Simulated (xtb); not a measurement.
Job for xtb: GFN1-xTB on HF (SMILES F).

```
$ xtb mol.xyz --gfn 1 --sp --chrg 0 --uhf 0
2

F     -0.20220298    -0.42935252    -0.46784282
H     -0.10078953    -0.77048519     0.39115753
```

It printed:

```
[...]
           -------------------------------------------------
          |                Calculation Setup                |
           -------------------------------------------------



           -------------------------------------------------
          |                 G F N 1 - x T B                 |
           -------------------------------------------------

        Reference                      10.1021/acs.jctc.7b00118
      * Hamiltonian:
        H0-scaling (s, p, d)           1.850000    2.250000    2.000000
        zeta-weighting                 0.000000
      * Dispersion:
        s8                             2.400000
        a1                             0.630000
        a2                             5.000000
        s9                             0.000000
      * Repulsion:
        kExp                           1.500000
        rExp                           1.000000
      * Coulomb:
        alpha                          2.000000
        third order                    atomic
        anisotropic                    false
      * Halogen bond correction:
        rad-scale                      1.300000
        damping                        0.440000


          ...................................................
          :                      SETUP                      :
          :.................................................:
          :  # basis functions                   6          :
          :  # atomic orbitals                   6          :
          :  # shells                            4          :
          :  # electrons                         8          :
          :  # halogen bonds                     0          :
          :  max. iterations                   250          :
          :  Hamiltonian                  GFN1-xTB          :
          :  restarted?                      false          :
          :  GBSA solvation                  false          :
          :  PC potential                    false          :
          :  electronic temp.          300.0000000     K    :
          :  accuracy                    1.0000000          :
          :  -> integral cutoff          0.2500000E+02      :
          :  -> integral neglect         0.1000000E-07      :
          :  -> SCF convergence          0.1000000E-05 Eh   :
          :  -> wf. convergence          0.2000000E-04 e    :
          :  Broyden damping             0.4000000          :
          :  net charge                          0          :
          :  unpaired electrons                  0          :
          ...................................................

 iter      E             dE          RMSdq      gap      omega  full diag
   1     -5.6764798 -0.567648E+01  0.392E+00   10.78       0.0  T
   2     -5.6779021 -0.142225E-02  0.214E+00   10.20       1.0  T
   3     -5.6781311 -0.229070E-03  0.260E-01    9.76       1.0  T
   4     -5.6781480 -0.168719E-04  0.198E-02    9.84       3.6  T
   5     -5.6781482 -0.231217E-06  0.218E-04    9.85     324.7  T
   6     -5.6781482 -0.331477E-10  0.256E-05    9.85    2764.1  T
   7     -5.6781482 -0.390799E-13  0.297E-08    9.85  100000.0  T

   *** convergence criteria satisfied after 7 iterations ***

         #    Occupation            Energy/Eh            Energy/eV
      -------------------------------------------------------------
         1        2.0000           -0.8377716             -22.7969
         2        2.0000           -0.5851261             -15.9221
         3        2.0000           -0.5369070             -14.6100
         4        2.0000           -0.5369070             -14.6100 (HOMO)
         5                         -0.1749563              -4.7608 (LUMO)
         6                          0.2041225               5.5545
      -------------------------------------------------------------
                  HL-Gap            0.3619507 Eh            9.8492 eV
             Fermi-level           -0.3559316 Eh           -9.6854 eV

 SCC (total)                   0 d,  0 h,  0 min,  0.002 sec
 SCC setup                      ...        0 min,  0.000 sec (  6.336%)
 Dispersion                     ...        0 min,  0.000 sec (  2.872%)
 classical contributions        ...        0 min,  0.000 sec (  1.870%)
 integral evaluation            ...        0 min,  0.000 sec ( 13.449%)
 iterations                     ...        0 min,  0.001 sec ( 57.635%)
 molecular gradient             ...        0 min,  0.000 sec (  8.042%)
 printout                       ...        0 min,  0.000 sec (  8.931%)

         :::::::::::::::::::::::::::::::::::::::::::::::::::::
         ::                     SUMMARY                     ::
         :::::::::::::::::::::::::::::::::::::::::::::::::::::
         :: total energy              -5.659867568963 Eh    ::
         :: gradient norm              0.003970346995 Eh/a0 ::
         :: HOMO-LUMO gap              9.849180063757 eV    ::
         ::.................................................::
         :: SCC energy                -5.678148227953 Eh    ::
         :: -> electrostatic           0.025433989363 Eh    ::
         :: repulsion energy           0.018323993276 Eh    ::
         :: dispersion energy         -0.000043334286 Eh    ::
         :: halogen bond corr.         0.000000000000 Eh    ::
         :: add. restraining           0.000000000000 Eh    ::
         :: total charge               0.000000000000 e     ::
         :::::::::::::::::::::::::::::::::::::::::::::::::::::

           -------------------------------------------------
          |                Property Printout                |
           -------------------------------------------------

    * Orbital Energies and Occupations

         #    Occupation            Energy/Eh            Energy/eV
      -------------------------------------------------------------
         1        2.0000           -0.8377716             -22.7969
         2        2.0000           -0.5851261             -15.9221
         3        2.0000           -0.5369070             -14.6100
         4        2.0000           -0.5369070             -14.6100 (HOMO)
         5                         -0.1749563              -4.7608 (LUMO)
         6                          0.2041225               5.5545
      -------------------------------------------------------------
                  HL-Gap            0.3619507 Eh            9.8492 eV
             Fermi-level           -0.3559316 Eh           -9.6854 eV

  Mulliken/CM5 charges         n(s)   n(p)   n(d)
     1F    -0.39671 -0.46357   1.819  5.578  0.000
     2H     0.39671  0.46357   0.603  0.000  0.000

Wiberg/Mayer (AO) data.
largest (>0.10) Wiberg bond orders for each atom

 ---------------------------------------------------------------------------
     #   Z sym  total        # sym  WBO       # sym  WBO       # sym  WBO
 ---------------------------------------------------------------------------
     1   9 F    0.844 --     2 H    0.844
     2   1 H    0.844 --     1 F    0.844
 ---------------------------------------------------------------------------

Topologies differ in total number of bonds
Writing topology from bond orders to xtbtopo.mol

 dipole moment from electron density (au)
     X       Y       Z
   0.1031  -0.3468   0.8733  total (Debye):    2.403


           -------------------------------------------------
          | TOTAL ENERGY               -5.659867568963 Eh   |
          | GRADIENT NORM               0.003970346995 Eh/α |
          | HOMO-LUMO GAP               9.849180063757 eV   |
           -------------------------------------------------

------------------------------------------------------------------------
------------------------------------------------------------------------
Note: The following floating-point exceptions are signalling: IEEE_DENORMAL
normal termination of xtb
 total:
 SCF:
```

The run finished.

Cost: very roughly 0.07 core-seconds.
